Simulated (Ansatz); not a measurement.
A run of Ansatz (development build ahead of 0.2.0) on triplet C10H6 at this shape:

```xyz
16

C     0.0000    1.4000    0.0000
C     1.2124    0.7000    0.0000
C     1.2124   -0.7000    0.0000
C     0.0000   -1.4000    0.0000
C    -1.2124   -0.7000    0.0000
C    -1.2124    0.7000    0.0000
C     2.4249    1.4000    0.0000
C     3.6373    0.7000    0.0000
C     3.6373   -0.7000    0.0000
C     2.4249   -1.4000    0.0000
H     0.0000    2.4850    0.0000
H    -2.1521   -1.2425    0.0000
H    -2.1521    1.2425    0.0000
H     2.4249    2.4850    0.0000
H     4.5769   -1.2425    0.0000
H     2.4249   -2.4850    0.0000
```

Its results:

- Converged: yes
- Total energy: -384.17428 hartree
- Spin squared of the determinant: 2.000
- Stability test: minimum among restricted orbitals

Which input gives this output? Name the method, the orbitals and the basis set, and write the input.

PBE0 (restricted open-shell) in def2-TZVP.

```yaml
crystal:
  periodic: [false, false, false]
  atoms:
    - { symbol: C, position_ang: [0.0, 1.4, 0.0] }
    - { symbol: C, position_ang: [1.21244, 0.7, 0.0] }
    - { symbol: C, position_ang: [1.21244, -0.7, 0.0] }
    - { symbol: C, position_ang: [0.0, -1.4, 0.0] }
    - { symbol: C, position_ang: [-1.21244, -0.7, 0.0] }
    - { symbol: C, position_ang: [-1.21244, 0.7, 0.0] }
    - { symbol: C, position_ang: [2.42487, 1.4, 0.0] }
    - { symbol: C, position_ang: [3.63731, 0.7, 0.0] }
    - { symbol: C, position_ang: [3.63731, -0.7, 0.0] }
    - { symbol: C, position_ang: [2.42487, -1.4, 0.0] }
    - { symbol: H, position_ang: [0.0, 2.485, 0.0] }
    - { symbol: H, position_ang: [-2.15207, -1.2425, 0.0] }
    - { symbol: H, position_ang: [-2.15207, 1.2425, 0.0] }
    - { symbol: H, position_ang: [2.42487, 2.485, 0.0] }
    - { symbol: H, position_ang: [4.57694, -1.2425, 0.0] }
    - { symbol: H, position_ang: [2.42487, -2.485, 0.0] }
basis:
  gaussian: { orbitals: def2-TZVP }
magnetization:
  initial_magnetization: 2
hamiltonian:
  xc: pbe0
```

Caution: another spin multiplicity may lie lower.
